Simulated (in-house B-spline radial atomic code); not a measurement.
As. Computed with a B-spline radial atomic code. Model: non-relativistic spherical atom: semilocal Troullier-Martins pseudo-atom, one channel per l, against all electrons, high spin, G0W0 and RPA with empty states to l = 8, local potential for every l without a channel, a model core (radius 0 = none) keeps its share of the functional.

What the tables leave out is listed at the end.

The pseudopotential gives back the lowest level of each angular momentum of its own functional in the configuration it was made in; a second state of the same l is only approximately right. Exact exchange, RPA and GW see the smooth pseudo-orbitals and miss the exchange with the core, for which the functional's share stands in. The column with an uncorrelated core keeps all orbitals and exact exchange, and so separates missing core correlation from pseudisation. Only the three outermost levels and the lowest empty one were computed. RPA here is direct RPA, with no exchange kernel, and its energies carry an (l + 1/2)⁻⁴ tail. A hybrid on a potential with a model core restores only its own semilocal share of the core's exchange.

Command:
```bash
python run_psgw.py task.json out
```
Settings (lengths in bohr, energies in hartree):
```
Z                      33
electrons              33
configuration          [Ar] 3d10 4s2 4p3
generated_in           [Ar] 3d10 4s2 4p3
functional             lda,vwn
core_shells            5
radius_factor          0.8
core_correction        True
```

Cost of the run: 21 s on 1 thread of Arm Neoverse V2 (shared host).

Given: made with LDA VWN5; model core radius 0.297 bohr; local radius 1.199 bohr; mean-field start LDA VWN5.

Valence shells of the generating configuration: 3d, 4s, 4p.

Channel: s 1.301, p 1.585, d 1.131 (radii in bohr).

Computed: largest level miss in the spin-unpolarised generating configuration 0 eV; valence RPA correlation energy all-electron orbitals -0.89239 hartree; valence RPA correlation energy pseudo -1.174 hartree; pseudo-atom RPA polarisability 27.438 bohr³.

```csv
level,occupied,mean-field all-electron (eV),mean-field pseudo minus all (eV),G0W0 all-electron (eV),G0W0 uncorrelated core minus all (eV),G0W0 pseudo minus all (eV),exchange self-energy all-electron (eV),exchange self-energy pseudo (eV)
4p up,1,-5.9955,-0.003,-9.6794,-0.034,-0.256,-16.425,-15.56
4s down,1,-12.866,0.01,-16.168,-0.038,-0.326,-16.466,-14.583
4p down (empty),0,-4.0904,0.008,-1.1531,-0.026,-0.235,-4.2891,-3.4609
```

(1) What is the all-electron RPA polarisability, core included?

Given: mean-field start PBE0.

Computed: valence RPA correlation energy pseudo -1.1339 hartree; all-electron RPA polarisability, core included 23.291 bohr³; pseudo-atom RPA polarisability 22.704 bohr³.

```csv
level,occupied,mean-field all-electron (eV),mean-field pseudo minus all (eV),G0W0 all-electron (eV),G0W0 uncorrelated core minus all (eV),G0W0 pseudo minus all (eV),exchange self-energy all-electron (eV),exchange self-energy pseudo (eV)
4p up,1,-7.1338,-0.074,-9.9925,-0.033,-0.232,-16.38,-15.781
4s down,1,-13.452,0.107,-16.339,-0.034,-0.202,-16.195,-14.441
4p down (empty),0,-2.6294,-0.037,-0.81084,-0.021,-0.135,-3.9153,-3.3002
```

(2) What is the valence RPA correlation energy all-electron orbitals?

## Answers

(1) 27.5 bohr³.

(2) -0.84604 hartree.

Among the listed levels the largest G0W0 shift of the pseudo-atom is -0.33 eV, for 4s down on the LDA VWN5 start, while leaving the core uncorrelated moves that level by -0.04 eV. So pseudisation and the lost core exchange, not the missing core correlation, make the error. Not in the tables (levels of low weight, unsolved or above zero; the highest and the empty levels are kept at any weight): on LDA the G0W0 levels 4s up (pseudo minus all -0.04 eV, weights 0.05 and 0.06); on PBE0 the G0W0 levels 4s up (pseudo minus all -0.05 eV, weights 0.32 and 0.34); no Hartree-Fock pseudo-atom is run with a model core.
